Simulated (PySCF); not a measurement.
Why did this PySCF run fail?

```python
from pyscf import gto, scf, cc

mol = gto.M(
    atom='F 0 0 0',
    basis='6-311++g**',
    charge=-1,
    spin=0,
    verbose=3,
)
mf = scf.RHF(mol)
mf.max_cycle = 2
mf.kernel()
mycc = cc.CCSD(mf, frozen=1)
mycc.kernel()
e = mycc.eaccsd(nroots=8)[0]
print('roots (eV) =', (e*27.211386).round(3))
mf.dip_moment()
print('orbital energies (hartree):', mf.mo_energy[..., max(0, mol.nelec[1]-3):mol.nelec[0]+3].round(4))
```

```bash
$ OMP_NUM_THREADS=1 python input.py
```

The log, shortened:

```
SCF not converged.
SCF energy = -99.3882448816201
E(CCSD) = -99.67292832304807  E_corr = -0.2846834414279763
roots (eV) = [14.165 15.552 15.552 15.552 24.975 24.975 24.975 27.08 ]

WARN: System has nonzero charge -1; the dipole moment is origin-dependent.
Location of origin: [0. 0. 0.]

Dipole moment(X, Y, Z, Debye):  0.00000, -0.00000,  0.00000
orbital energies (hartree): [0.0145 0.0145 0.0145 0.5679 0.6017 0.6017]
```

Which setting is at fault, why, and what does a mended input give?

The cycle limit (2): the limit is below the number of cycles that the SCF needs. With this edit
```diff
- mf.max_cycle = 2
```
the run finishes: E(SCF) = -99.445656 Eh, E(CCSD) − E(SCF) = -0.22853 Eh, attachment roots 14.175, 15.579, 15.579, 15.579, 24.086, 24.086, 24.086, 25.694 eV.

Positive EA roots mean that the added electron is unbound.
